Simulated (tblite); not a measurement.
C6H8ClO (doublet state).
Numbering: `[O:1][C@@:2]12[CH2:3][C@@H:4]([Cl:5])[CH2:6][C@@H:7]1[CH2:8]2` (hydrogens: H9, H10 on C3; H11 on C4; H12, H13 on C6; H14 on C7; H15, H16 on C8)

Computed with GFN2-xTB (tblite), gas phase: L-BFGS steps from a force-field or distance-geometry start until the largest atomic force falls under 0.01 eV/Å.

Step 3: E = -693.1730 eV
```
atom  x, y, z in Å  |  force x, y, z in eV/Å
O1     -2.0929   -0.1808   -1.2921    0.069  -0.214   0.029
C2     -1.1228   -0.2826   -0.5094   -0.292   0.256   0.094
C3      0.1418   -1.0652   -0.8468   -0.036  -0.049   0.021
C4      1.2738   -0.4785   -0.0105   -0.042  -0.023   0.042
Cl5     2.8792   -0.6707   -0.7844   -0.172   0.053   0.025
C6      0.9123    0.9917    0.2121   -0.039   0.082   0.103
C7     -0.5875    1.0347    0.2811    0.094   0.297  -0.129
C8     -1.3560    0.0527    1.0391    0.028  -0.105  -0.092
H9      0.3249   -0.9198   -1.9138    0.023  -0.037   0.016
H10     0.0042   -2.1288   -0.6651    0.007  -0.096  -0.024
H11     1.3456   -0.9980    0.9433    0.083  -0.065   0.102
H12     1.2642    1.6150   -0.6165   -0.031  -0.129   0.077
H13     1.3369    1.3803    1.1382    0.178   0.000   0.023
H14    -1.0491    1.9546   -0.0425   -0.180   0.035   0.110
H15    -2.3895    0.2843    1.2728    0.136   0.038  -0.169
H16    -0.8928   -0.5799    1.7831    0.175  -0.043  -0.228
```

Step 4: E = -693.1845 eV
```
atom  x, y, z in Å  |  force x, y, z in eV/Å
O1     -2.0948   -0.1874   -1.2936   -0.039  -0.148  -0.039
C2     -1.1277   -0.2818   -0.5138   -0.074   0.185   0.263
C3      0.1399   -1.0666   -0.8457   -0.067   0.008   0.049
C4      1.2696   -0.4792   -0.0078   -0.009  -0.022   0.058
Cl5     2.8753   -0.6693   -0.7843   -0.172   0.058   0.023
C6      0.9102    0.9925    0.2153    0.022   0.066   0.084
C7     -0.5856    1.0440    0.2883    0.036   0.182  -0.240
C8     -1.3509    0.0568    1.0368   -0.022  -0.162  -0.141
H9      0.3246   -0.9209   -1.9115    0.037  -0.032  -0.012
H10     0.0048   -2.1311   -0.6663   -0.013  -0.076  -0.010
H11     1.3489   -0.9996    0.9459    0.052  -0.052   0.077
H12     1.2640    1.6112   -0.6141   -0.016  -0.092   0.037
H13     1.3416    1.3804    1.1380    0.178   0.001   0.047
H14    -1.0559    1.9561   -0.0400   -0.152   0.090   0.104
H15    -2.3833    0.2847    1.2667    0.048   0.057  -0.116
H16    -0.8882   -0.5806    1.7747    0.191  -0.064  -0.183
```

Step 5: E = -693.2005 eV
```
atom  x, y, z in Å  |  force x, y, z in eV/Å
O1     -2.1002   -0.2003   -1.2977    0.033  -0.040   0.072
C2     -1.1345   -0.2782   -0.5143    0.014   0.006   0.181
C3      0.1350   -1.0679   -0.8425   -0.058   0.046   0.063
C4      1.2627   -0.4809   -0.0020    0.009   0.003   0.082
Cl5     2.8656   -0.6658   -0.7835   -0.130   0.056   0.004
C6      0.9080    0.9949    0.2218    0.089   0.011   0.045
C7     -0.5827    1.0608    0.2950   -0.080  -0.041  -0.277
C8     -1.3432    0.0604    1.0291   -0.056  -0.166  -0.162
H9      0.3249   -0.9234   -1.9082    0.032  -0.017   0.005
H10     0.0051   -2.1362   -0.6682   -0.049   0.013   0.010
H11     1.3550   -1.0031    0.9512   -0.004  -0.028   0.038
H12     1.2635    1.6035   -0.6098    0.037  -0.013  -0.043
H13     1.3530    1.3805    1.1389    0.143   0.003   0.066
H14    -1.0701    1.9614   -0.0339   -0.084   0.164   0.080
H15    -2.3731    0.2867    1.2550   -0.072   0.062  -0.025
H16    -0.8766   -0.5835    1.7577    0.176  -0.061  -0.140
```

Problem. Estimate the geometry and energy of step 6. (The exact step hangs on the optimiser's Hessian estimate; all steps are aligned on step 5, rigid shifts and turns removed.)

Solution. E = -693.2089 eV, largest force 0.255 eV/Å
```
atom  x, y, z in Å  |  force x, y, z in eV/Å
O1     -2.1022   -0.2088   -1.2983   -0.003   0.026   0.072
C2     -1.1387   -0.2759   -0.5116    0.110  -0.133   0.058
C3      0.1312   -1.0679   -0.8395   -0.010   0.043   0.053
C4      1.2588   -0.4817    0.0030   -0.004   0.013   0.077
Cl5     2.8574   -0.6627   -0.7831   -0.075   0.046  -0.018
C6      0.9082    0.9964    0.2265    0.061   0.000   0.003
C7     -0.5824    1.0698    0.2939   -0.099  -0.131  -0.195
C8     -1.3397    0.0595    1.0216   -0.079  -0.091  -0.093
H9      0.3256   -0.9252   -1.9060    0.015  -0.002   0.045
H10     0.0044   -2.1389   -0.6692   -0.069   0.071   0.026
H11     1.3585   -1.0057    0.9552   -0.035  -0.013   0.023
H12     1.2639    1.5988   -0.6081    0.072   0.021  -0.066
H13     1.3624    1.3806    1.1406    0.087   0.001   0.050
H14    -1.0801    1.9677   -0.0288   -0.019   0.153   0.067
H15    -2.3684    0.2891    1.2476   -0.088   0.035   0.024
H16    -0.8665   -0.5862    1.7448    0.137  -0.039  -0.127
```

The energy changes by -0.0083 eV. The first-order estimate −F·Δx gives -0.0118 eV and the mean of the old and new forces, exact on a quadratic surface, -0.0083 eV. The step makes an angle of 54° with the force vector and moves no atom by more than 0.017 Å.

What follows is the cost of the whole relaxation. Hardware: an Arm Neoverse V1 with one thread, shared host with 32 logical CPUs at a one-minute load of 24. Cost: 0.27 s of wall time.
